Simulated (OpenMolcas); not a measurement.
# Ti3+: moving or changing the point charges

Ti3+ among 6 point charges of -2.2 e arranged as an octahedron (Oh), 1.84 Å from the ion.
```
   1.8400    0.0000    0.0000  -2.20
   0.0000    1.8400    0.0000  -2.20
  -1.8400    0.0000    0.0000  -2.20
   0.0000   -1.8400    0.0000  -2.20
   0.0000    0.0000    1.8400  -2.20
   0.0000    0.0000   -1.8400  -2.20
```

- Program: OpenMolcas 26.06
- Method: SS-CASPT2, IPEA 0.25 Eh, imaginary shift 0.1 Eh (closed shells correlated: 3s 3p)
- Basis: ANO-RCC-VDZP [5s4p2d1f]
- Scalar Hamiltonian: DKH2, point nucleus
- Active space: 1 electron in 5 orbitals (3d)
- State averaging: 2S+1 = 2 even, 5 roots
- Spin-orbit coupling: state interaction with AMFI integrals over the reference wave functions

Runs around this geometry, states (labels of O, the rotations of Oh). Energies in cm-1 above the lowest state or level, χT in cm3 K/mol; under a threefold ground state the first gap can be a small split of the lowest multiplet, not the spin-orbit step; 10Dq is the gap between the two states.

```json
{"R (Å)": "1.84", "q (e)": "-1.1", "Ground state": "2T2", "First state of that spin": "2E 6320", "10Dq": "6320", "First gap with spin-orbit (degeneracies)": "220 (4, 2)", "χT at 300 K": "0.464"}
{"R (Å)": "1.84", "q (e)": "-2.2", "Ground state": "2T2", "First state of that spin": "2E 13540", "10Dq": "13542", "First gap with spin-orbit (degeneracies)": "200 (4, 2)", "χT at 300 K": "0.473"}
{"R (Å)": "2.02", "q (e)": "-2.2", "Ground state": "2T2", "First state of that spin": "2E 8410", "10Dq": "8410", "First gap with spin-orbit (degeneracies)": "220 (4, 2)", "χT at 300 K": "0.465"}
```

Taking |10Dq| as R^-n, n = -ln(8410 / 13542) / ln(2.02 / 1.84) = 5.1 between the shortest and longest distance. The point-charge formula for a cubic d site gives n = 5.

Scaling the charges by -1.1 / -2.2 = 0.50 scales |10Dq| by 6320 / 13542 = 0.47; with fixed orbitals a first-order splitting would follow the charge.

Roots that are degenerate in the reference are averaged as groups; the widest CASPT2 spread within a group is 19 cm-1 (the 2-fold group of multiplicity 2 near 13500 cm-1 above the lowest state of its run, R = 1.84, q = -2.2). Shifts and gaps below about the spread of the groups concerned are not significant. An orbital triplet at a regular site is open to Jahn-Teller coupling, which can distort the site and quench the lowest spin-orbit gaps and is left out. Free-ion shares, where given, are those of the reference states; single-state CASPT2 does not remix them. This field is weak: 10Dq is about 6320 cm-1, while octahedral complexes of 3d ions of charge 3 and more, computed by the same method with explicit ligands, had a median near 15000 cm-1. Ground spin and moment need not be those of a real site (figures for R = 1.84, q = -1.1; the like holds for R = 2.02, q = -2.2). Point charges carry no covalency, so the field is a model and not that of real ligands. No measured value stands beside these numbers.
